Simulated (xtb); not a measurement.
Ge(H)3(tBu) (C4H12Ge), SMILES C[C]([GeH3])(C)C. All values are semi-empirical tight-binding results from xtb (GFN2-xTB unless named), good for trends rather than for accurate numbers. Coordinates come from a GFN2-xTB optimisation. The isomer is the one that the SMILES or the coordinates give; other isomers of the formula were not compared.

For metal compounds this method's bond lengths and energies can be far off.

```
Item                                           Value
-------------------------------------  -------------
point group as xtb finds it                       C3
orbital gap                                  7.28 eV
zero-point energy                      88.7 kcal/mol
G − E(el) at 298.15 K (modified RRHO)  69.1 kcal/mol
```
